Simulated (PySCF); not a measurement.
Bonds broken one at a time in the series Ga Br-H. All species are isolated molecules in the gas phase. Strings in code marks are SMILES.

Level of theory: PBE-D3(BJ)/def2-TZVP // TPSSh-D3(BJ)/def2-TZVP (PySCF). 

```json
[
 {"species": "whole molecule (`[Br][Ga]([Br])[Br]`)", "dipole moment (D)": "0.00"},
 {"species": "whole molecule (`[Br][GaH][Br]`)", "dipole moment (D)": "___"},
 {"species": "radical fragment (`[GaH][Br]`)", "dipole moment (D)": "1.74"},
 {"species": "whole molecule (`[GaH2][Br]`)", "dipole moment (D)": "1.71"},
 {"species": "radical fragment (`[GaH2]`)", "dipole moment (D)": "0.22"},
 {"species": "whole molecule (`[GaH3]`)", "dipole moment (D)": "0.00"}
]
```

Question: What belongs in the gaps?

Answer: 
- whole molecule (`[Br][GaH][Br]`), dipole moment (D): 1.33
